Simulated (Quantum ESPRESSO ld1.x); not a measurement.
Problem. The mean radii <r> (bohr) of the occupied orbitals of an atom or ion are listed with their occupations. Method: scalar-relativistic Kohn-Sham, revPBE, spin-unpolarised, spherical densities, point nucleus; computed with ld1.x of Quantum ESPRESSO 7.5.

orbital  occ.      <r>
1s          2  0.02001
2s          2  0.08477
2p          6  0.07531
3s          2   0.2180
3p          6   0.2165
3d         10   0.1954
4s          2   0.4419
4p          3   0.4528

Name the element and its charge.

Solution. Z = 69, thulium, charge +36: Tm36+ in [Ar] 3d10 4s2 4p3. The 1s radius gives Z: for a bare nucleus <r> = (2 gamma + 1)/(2Z) with gamma = sqrt(1 - (Z/c)^2), 0.01977 bohr for Z = 69, and screening makes it slightly larger (0.02001 here). The occupations add up to 33, and the charge is Z minus that.
